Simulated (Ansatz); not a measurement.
Geometry optimisation, RKS B3LYP-D4/def2-SVP (Ansatz).

The input (input.yaml):

```yaml
crystal:
  periodic: [false, false, false]
  atoms:
    - { symbol: C, position_ang: [-0.8038, -0.6842, 1.3186] }
    - { symbol: B, position_ang: [-0.1824, -0.1938, -0.0626] }
    - { symbol: C, position_ang: [1.3095, -0.5257, -0.3952] }
    - { symbol: Sb, position_ang: [-1.327, 0.9492, -1.5601] }
    - { symbol: F, position_ang: [0.2174, 1.4365, -2.6328] }
    - { symbol: Cl, position_ang: [-1.2709, 2.956, -0.2343] }
    - { symbol: H, position_ang: [-0.0977, -1.1836, 1.9453] }
    - { symbol: H, position_ang: [-1.6773, -1.2838, 1.0836] }
    - { symbol: H, position_ang: [-1.2034, 0.2765, 1.8938] }
    - { symbol: H, position_ang: [1.9058, 0.4195, -0.5054] }
    - { symbol: H, position_ang: [1.3862, -1.1339, -1.2872] }
    - { symbol: H, position_ang: [1.8207, -1.0878, 0.4703] }
basis:
  gaussian: { orbitals: def2-SVP }
hamiltonian:
  xc: b3lyp
  dispersion: d4
relax:
  f_tol: 0.015
  max_steps: 40
output:
  orbitals: {}
```

Command:

```bash
$ ansatz run input.yaml --threads 2 --pin off --max-ram 3072MiB --backend cpu --events-out ev --progress --plain --runs-dir out
```

Where does it end, and by what steps?

The forces met the threshold. The force dipped under the threshold on the way, but the program's further checks kept it going. After 18 steps the energy has fallen by 0.401 eV; H12 moved furthest, 0.67 Å.

```tsv
step	energy less start (eV)	largest force component (eV/Å)	accepted
0	0.0000	3.174	yes
1	-0.2869	1.134	yes
2	-0.3546	0.326	yes
3	-0.3735	0.181	yes
4	-0.3775	0.064	yes
5	-0.3792	0.083	yes
6	-0.3805	0.267	yes
7	-0.3840	0.152	yes
8	-0.3899	0.076	yes
9	-0.3943	0.242	yes
10	-0.3899	0.413	no
11	-0.3985	0.068	yes
12	-0.3975	0.186	no
13	-0.3997	0.047	yes
14	-0.4006	0.030	yes
15	-0.4012	0.033	yes
16	-0.4013	0.014	yes
17	-0.4014	0.009	yes
18	-0.4015	0.006	yes
```

```xyz
12
Properties=species:S:1:pos:R:3
C -0.892 -0.727 1.243
B -0.159 -0.208 -0.036
C 1.350 -0.392 -0.360
Sb -1.360 1.052 -1.551
F 0.217 1.358 -2.681
Cl -0.951 2.820 0.058
H -0.277 -1.386 1.877
H -1.853 -1.226 1.031
H -1.150 0.167 1.843
H 1.752 0.325 -1.090
H 1.413 -1.394 -0.838
H 1.987 -0.443 0.539
```

Whether the end is a true minimum wasn't checked by a vibrational analysis.

The run took 120 s on 2 threads of Arm Neoverse V1 (shared host), peak memory 0.41 GiB.
